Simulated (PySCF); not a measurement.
PySCF 2.14 output of a UHF calculation on a single atom or ion in aug-cc-pVTZ-DK (5s4p3d2f, 46 functions), with scalar relativity by spin-free X2C-1e:

```
SCF conv_tol = 1e-09
number electrons alpha = 4  beta = 2
cycle= 1 E= -37.2492839900686  delta_E= -0.00359  |g|= 0.023  |ddm|= 0.0484
cycle= 2 E= -37.2495950886073  delta_E= -0.000311  |g|= 0.00691  |ddm|= 0.0152
cycle= 3 E= -37.2496291627105  delta_E= -3.41e-05  |g|= 0.000331  |ddm|= 0.0071
cycle= 4 E= -37.2496292658312  delta_E= -1.03e-07  |g|= 2.93e-05  |ddm|= 0.000549
cycle= 5 E= -37.2496292668793  delta_E= -1.05e-09  |g|= 7.27e-06  |ddm|= 0.000107
cycle= 6 E= -37.2496292669444  delta_E= -6.51e-11  |g|= 8.05e-07  |ddm|= 4.11e-05
converged SCF energy = -37.2496292669444  <S^2> = 2.0055149  2S+1 = 3.0036744
```

The run itself started from symmetry-adapted Hartree-Fock orbitals and held the occupation by maximum overlap, so the iterations belong to that start.

Question: Which element, charge and spin multiplicity is this?

Answer: C (carbon, neutral), multiplicity 3; the state was [He] 2s2 2p1 3d1, one real determinant (an excited configuration).

⟨L²⟩ = 8.02 against 12 for a pure F term, so this real determinant mixes terms. The outer electron is Rydberg-like, and this basis confines it to a smaller radius and binds it less than a complete one would. At UHF the highest occupied level has a positive energy, so only the finite basis holds that electron; for this excited configuration the basis is too tight for the outer shell.
